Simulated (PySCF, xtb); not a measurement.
C₄H₂BrCl, SMILES C#C/C(Br)=C\Cl.

Harmonic wavenumbers (cm⁻¹) from GFN2-xTB (xtb) at its own minimum, in rising order: 100, 171, 177, 224, 264, 390, 480, 611, 655, 710, 776, 783, 1006, 1226, 1604, 2241, 3088, 3396.

Question: What does PBE-D3(BJ)/def2-SVP (PySCF) give at its own minimum? (The exact figures need the calculation; the answer reports its results.)

Answer: 115, 179, 185, 256, 281, 422, 573, 618, 662, 699, 773, 809, 1011, 1244, 1585, 2145, 3158, 3406. Paired by order, the mean absolute difference is 27 cm⁻¹ and the zero-point energies are 25.6 and 25.9 kcal/mol.
